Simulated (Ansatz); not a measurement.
```yaml
crystal:
  periodic: [false, false, false]
  atoms:
    - {symbol: O, position_ang: [-0.418637, -1.874271, -0.110034]}
    - {symbol: Mo, position_ang: [0.098953, -0.310194, 0.194938]}
    - {symbol: O, position_ang: [-1.320679, 1.097750, 0.522529]}
    - {symbol: O, position_ang: [-1.370679, 0.797750, 0.522529]}
    - {symbol: O, position_ang: [1.050229, 0.308637, -1.290588]}
    - {symbol: H, position_ang: [-2.274681, 0.549738, 0.311996]}
    - {symbol: H, position_ang: [1.889993, 0.770510, -1.223344]}
basis:
  gaussian: {orbitals: def2-TZVP, fitting: {mean_field: cc-pVTZ-jkfit}}
hamiltonian: {xc: {name: B3LYP}}
```

```sh
$ ansatz run in.yaml --threads 4 --pin off --events-out ev --progress --plain --max-ram 10444MiB
```

Question: How does Ansatz answer? (Estimate.)

Answer: The calculation gave: The input was rejected before any iteration.
```
Functional definition: B3LYP
Error: <dir> the basis set cc-pVTZ-JKFIT has no functions for Mo
```

B3LYP here is the variant with VWN-RPA as its local correlation; programs differ in this.
